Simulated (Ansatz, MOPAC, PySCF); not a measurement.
Molecule: GeH2Br2, net charge 0, singlet state. SMILES: [Br][GeH2][Br]
Structure (B3LYP-D3(BJ)/def2-TZVP (Ansatz, a first-principles code) minimum search):
```xyz
5

Br    -1.8636     0.5473    -0.0220
Ge    -0.0442    -0.8853     0.0318
Br     1.9089     0.3594    -0.0106
H     -0.0867    -1.6577     1.3521
H     -0.0835    -1.7507    -1.2296
```

Unscaled harmonic wavenumbers (cm⁻¹) in rising order, each level at the stationary point that it reaches from this structure (no distance between atoms moves by over 0.3 Å); the order of modes can differ between levels, and a negative number is imaginary. B3LYP-D3(BJ)/def2-TZVP (PySCF, at the structure above): 97, 288, 313, 480, 626, 750, 844, 2161, 2180.

PM6 (MOPAC): 91, 257, 263, 420, 595, 693, 785, 2264, 2323. Zero-point energy 11.0 against 11.1 kcal/mol; where all levels lie over 400 cm⁻¹, the wavenumbers are on average 0.965 times those of B3LYP-D3(BJ)/def2-TZVP.

PM7 (MOPAC): 88, 280, 284, 442, 589, 687, 753, 2009, 2209. Zero-point energy 10.5 against 11.1 kcal/mol; where all levels lie over 400 cm⁻¹, the wavenumbers are on average 0.935 times those of B3LYP-D3(BJ)/def2-TZVP.

HF/3-21G (Ansatz): 101, 284, 318, 513, 665, 854, 918, 2231, 2235. Zero-point energy 11.6 against 11.1 kcal/mol; where all levels lie over 400 cm⁻¹, the wavenumbers are on average 1.069 times those of B3LYP-D3(BJ)/def2-TZVP.
